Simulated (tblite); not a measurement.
Species: C7H6F3N.
Structure used (GFN2-xTB), in Å, numbered top down from 1:
```
atom  x, y, z in Å
F1    -1.894   -1.459    1.068
C2    -2.277   -0.349    0.420
F3    -2.249    0.648    1.313
F4    -3.566   -0.530    0.089
C5    -1.417   -0.063   -0.800
C6     0.015    0.142   -0.386
C7     0.867   -0.939   -0.192
C8     2.167   -0.703    0.220
C9     2.564    0.611    0.423
N10    1.761    1.644    0.242
C11    0.521    1.416   -0.145
H12   -1.820    0.831   -1.281
H13   -1.516   -0.915   -1.475
H14    0.516   -1.948   -0.358
H15    2.853   -1.519    0.382
H16    3.569    0.852    0.744
H17   -0.100    2.294   -0.271
```

Level: GFN2-xTB in tblite, geometry and Hessian alike; calculated harmonic values, unscaled, isolated species. Errors from tens to a few hundred cm⁻¹ against measured bands are possible. One conformer, not necessarily the lowest.

Harmonic wavenumbers (cm⁻¹): 27.0, 53.1, 78.7, 204.1, 269.8, 291.9, 361.1, 366.8, 448.2, 469.0, 473.5, 562.0, 601.2, 621.9, 691.0, 775.8, 826.4, 854.5, 900.7, 902.0, 919.7, 928.5, 1008.9, 1030.7, 1056.5, 1096.3, 1143.0, 1177.0, 1180.1, 1197.6, 1229.0, 1267.8, 1287.6, 1289.7, 1414.4, 1433.9, 1452.2, 1573.8, 1581.8, 2992.9, 3002.7, 3055.0, 3067.7, 3077.2, 3102.6.

A = 2650, B = 676.6, C = 619.0 MHz; mass 161.045 u (most abundant isotopes); point group C1, symmetry number 1.

Q: Zero-point energy?

A: Half the sum of the wavenumbers: 25673 cm⁻¹ = 73.40 kcal/mol.

Q: What is S at 273.15 K and 1 bar for an ideal gas of classical rigid rotors and harmonic oscillators?

A: Translation 40.73, rotation 29.79, vibration 25.35: S = 95.9 cal/(mol K).

Q: And Cp and H(273.15 K) − H(0)?

A: Cp = 34.54 cal/(mol K), of which vibrations give 26.59 (their classical limit is 45 R = 89.4); H(273.15 K) − H(0) = 5.67 kcal/mol without the zero-point energy, 3.50 from vibrations.

Q: How do the functions run with temperature in this model?

A: 
```csv
T (K),S (cal/(mol K)),Cp (cal/(mol K)),H − H(0) (kcal/mol),G − H(0) (kcal/mol),ln q(vib)
50,61.7,13.1,0.53,-2.55,0.97
100,71.8,16.8,1.28,-5.91,2.26
298.15,99.0,37.2,6.57,-22.95,6.90
373.15,108.2,45.0,9.66,-30.72,8.70
500,123.0,55.8,16.08,-45.40,11.78
750,148.5,69.7,31.94,-79.42,17.76
1000,169.7,77.8,50.46,-119.28,23.35
```

q(vib) and H(0) count from the zero-point level.

Q: What must be added to the electronic energy to get the Gibbs energy at 273.15 K and 1 bar?

A: ZPE + [H(273.15 K) − H(0)] − T·S = 73.40 + 5.67 − 26.19 = 52.88 kcal/mol.

Q: Which modes carry the vibrational entropy at 273.15 K?

A: 27.0 cm⁻¹: 5.86; 53.1 cm⁻¹: 4.53; 78.7 cm⁻¹: 3.75; 204.1 cm⁻¹: 1.94; 269.8 cm⁻¹: 1.45; 291.9 cm⁻¹: 1.32 cal/(mol K); the other 39 give 6.50 together.

Q: Blend soft modes into free rotors: weight 1/[1 + (100 cm⁻¹/ν̃)⁴] for the oscillator and the rest for a rotor with moment μB/(μ + B), μ = h/(8π²ν), B = 10⁻⁴⁴ kg m². What vibrational entropy results?

A: 22.00 cal/(mol K) in place of 25.35, which changes −T·S at 273.15 K by +0.91 kcal/mol.

Hindered rotation and anharmonicity are outside this model. Other conformers, if any are populated, would add a mixing term that is left out. The structure is chiral; the term R ln 2 for an equal mix with its mirror image is left out.
